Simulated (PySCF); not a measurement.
## Trend along the chalcogens: MNa anions

MP2 with double-zeta basis sets in PySCF, for the lowest determinant that a PBE0 search found; no spin–orbit coupling. De refers to high-spin ground-configuration atoms (the charge goes to the atom of lower measured ionisation energy or higher electron affinity, which is not always the lowest computed limit).

| M | basis | reference, frozen orbitals | charged atom | state (unpaired electrons) | Re (Å) | ωe (cm⁻¹) | De (eV) |
| --- | --- | --- | --- | --- | --- | --- | --- |
| S | def2-SVPD | RHF, 6 | S− | singlet (closed shell) | 2.486 | 324 | n/a |
| Se | def2-SVPD | RHF, 10 | Se− | singlet (closed shell) | 2.588 | 271 | n/a |
| Te | aug-cc-pVDZ/aug-cc-pVDZ-PP | RHF, 5 | Te− | singlet (closed shell) | 2.773 | 234 | n/a |

The shortest bond is that of NaS⁻ (2.486 Å), the longest that of NaTe⁻ (2.773 Å).

The rows differ in basis set, which adds steps of its own.

Down a group the atoms grow and get heavier, so bonds lengthen and wavenumbers fall; this series shows no clear exception.

Correlated steps freeze the inner cores (5 to 10 orbitals); shallow outer-core shells are correlated. These are scalar-relativistic numbers at best; spin–orbit coupling would shift them, the dissociation energy most.
